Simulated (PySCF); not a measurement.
Compound: C6H5FN2.
SMILES with atom numbers: `[H]/[N:9]=[CH:8]\[C:7]1=[C:5]([F:6])[C@H:4]1[CH2:3][C:2]#[N:1]` (hydrogens: H10, H11 on C3; H12 on C4; H13 on C8; H14 on N9)

Geometry (GFN2-xTB, Å), atoms numbered from 1 in this order:
```xyz
14
C6H5FN2 angstrom
N     -2.592   -1.986    1.034
C     -2.222   -1.034    0.522
C     -1.728    0.171   -0.099
C     -0.549    0.718    0.699
C      0.591    1.372    0.015
F      0.947    2.457   -0.636
C      0.862    0.174    0.465
C      1.770   -0.923    0.651
N      3.000   -0.934    0.382
H     -1.423   -0.065   -1.123
H     -2.540    0.904   -0.134
H     -0.822    1.039    1.701
H      1.339   -1.829    1.067
H      3.368   -0.064   -0.003
```

The geometry is computed with GFN2-xTB (gas phase).

Take the most abundant isotopes and a rigid rotor. The values belong to one conformer with, in the numbering `[H]/[N:9]=[CH:8]\[C:7]1=[C:5]([F:6])[C@H:4]1[CH2:3][C:2]#[N:1]`, C2–C3–C4–C5 144°, C5–C7–C8–N9 7°.

Q: What are A, B and C (MHz)?

A: Ia = 234.32, Ib = 461.73, Ic = 671.38 u·Å²; 505379 MHz·u·Å²/I gives A = 2157, B = 1095, C = 752.7 MHz.

Q: What kind of rotor is it?

A: An asymmetric top: κ = (2 × 1095 − 2157 − 752.7)/(2157 − 752.7) = -0.51.

Q: Is it planar, by Δ = Ic − Ia − Ib?

A: Not planar: Δ = Ic − Ia − Ib = -24.67 u·Å². For a rigid frame Δ = −2 Σ m c², so Σ m c² = 12.33 u·Å² lies off the ab plane: 4.81 from hydrogen and 7.53 from heavier atoms. The atom farthest from that plane is 1.62 Å away.

Q: Give the other two planar moments, Paa and Pbb, and the rms extents of the mass along the axes.

A: Paa = Σ m a² = (Ib + Ic − Ia)/2 = 449.40 and Pbb = Σ m b² = (Ia + Ic − Ib)/2 = 221.98 u·Å². With the mass M = 124.04 u, the rms extents √(P/M) along a, b and c are 1.90, 1.34, 0.32 Å.

Q: Where do the levels up to J = 5 lie, in K?

A: Above 0(0,0), as E/k:
J = 1: 1(0,1) 0.089, 1(1,1) 0.140, 1(1,0) 0.156
J = 2: 2(0,2) 0.263, 2(1,2) 0.301, 2(1,1) 0.350, 2(2,1) 0.503, 2(2,0) 0.506
J = 3: 3(0,3) 0.516, 3(1,3) 0.540, 3(1,2) 0.638, 3(2,2) 0.769, 3(2,1) 0.785, 3(3,1) 1.067, 3(3,0) 1.067
J = 4: 4(0,4) 0.843, 4(1,4) 0.856, 4(1,3) 1.017, 4(2,3) 1.121, 4(2,2) 1.164, 4(3,2) 1.427, 4(3,1) 1.430, 4(4,1) 1.836, 4(4,0) 1.836
J = 5: 5(0,5) 1.241, 5(1,5) 1.248, 5(1,4) 1.482, 5(2,4) 1.556, 5(2,3) 1.645, 5(3,3) 1.878, 5(3,2) 1.889, 5(4,2) 2.287, 5(4,1) 2.287, 5(5,1) 2.813, 5(5,0) 2.813
The levels of one J sum to (2J + 1)J(J + 1)(A + B + C)/3.

Q: Estimate the classical rotational partition function at 25 K, 298.15 K and 500 K.

A: Point group C1, symmetry number σ = 1; q = (√π/σ)·√((kT/h)³/(ABC)), k/h = 20836.6 MHz/K: 15800 at 25 K, 651000 at 298.15 K, 1410000 at 500 K.

Stationary, but not proved a minimum. Constants of a rigid frame at the computed geometry: no zero-point averaging, no centrifugal distortion.
